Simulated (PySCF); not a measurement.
**Dipole moment and polarisability of `COCCCC#N`**

C₅H₉NO.
SMILES with atom numbers: `[CH3:1][O:2][CH2:3][CH2:4][CH2:5][C:6]#[N:7]` (hydrogens: H8, H9, H10 on C1; H11, H12 on C3; H13, H14 on C4; H15, H16 on C5)

Cartesian coordinates in Å at the GFN2-xTB level; atoms count from 1:
```xyz
16
C5H9NO angstrom
C     -2.197    0.100    1.013
O     -1.080   -0.513    0.428
C     -0.548    0.225   -0.650
C      0.690   -0.496   -1.171
C      1.786   -0.552   -0.098
C      2.275    0.766    0.213
N      2.653    1.819    0.446
H     -1.949    1.102    1.386
H     -2.502   -0.533    1.844
H     -3.023    0.187    0.297
H     -0.281    1.241   -0.317
H     -1.298    0.316   -1.452
H      1.056    0.021   -2.059
H      0.415   -1.516   -1.444
H      2.626   -1.163   -0.439
H      1.370   -0.994    0.812
```

Level: PBE0/def2-SVPD (PySCF), static field, nuclei fixed, core orbitals frozen in the response. The polarisability tensor in these axes (au):

```
x   74.09  4.41 -1.42
y    4.41 68.67  3.58
z   -1.42  3.58 62.75
```

Problem. Give the principal values, the mean and the anisotropy Δα = √{½[(α1 − α2)² + (α2 − α3)² + (α1 − α3)²]}.

Solution. Principal values 60.27, 68.66 and 76.58 au; mean 68.50 au = 10.15 Å³ = 11.29 × 10⁻⁴⁰ C²·m²/J; Δα = 14.13 au (21 % of the mean).

Problem. What is the dipole moment, and where does it point?

Solution. (-2.22, -2.52, -1.30) D, 3.60 D in size, pointing from the negative to the positive side. Measured along this direction, the outermost atoms are N7 at the negative end and H10 at the positive end.

Problem. Rayleigh depolarisation ratio (linearly polarised light, static tensor)?

Solution. ρ = 3Δα²/(45ᾱ² + 4Δα²) = 598.7/(211167 + 798.3) = 0.00282.

Problem. What molar refraction does this α imply?

Solution. Lorentz–Lorenz: R = (4π/3)N_A α = 2.5225 cm³/(mol·Å³) × 10.15 Å³ = 25.6 cm³/mol, in the limit of long wavelengths.

Problem. What would n − 1 = 2πNα be for an ideal gas of these molecules at 273.15 K and 1 atm, electronic part alone?

Solution. N = p/kT = 2.6868 × 10¹⁹ cm⁻³, so n − 1 = 2π × N × 10.15 × 10⁻²⁴ cm³ = 1714 × 10⁻⁶ at long wavelengths, for an ideal gas.

Problem. Along which axes do the principal values lie, and how far do the nuclei extend along each?

Solution. Largest value along (0.86, 0.50, 0.04), where the nuclei span 5.73 Å; middle along (-0.44, 0.72, 0.54), 4.62 Å; least along (0.24, -0.49, 0.84), 3.18 Å. The response follows the extents in order.

One conformer (not necessarily the lowest) at the GFN2-xTB geometry, without solvent, vibrations or thermal averaging.
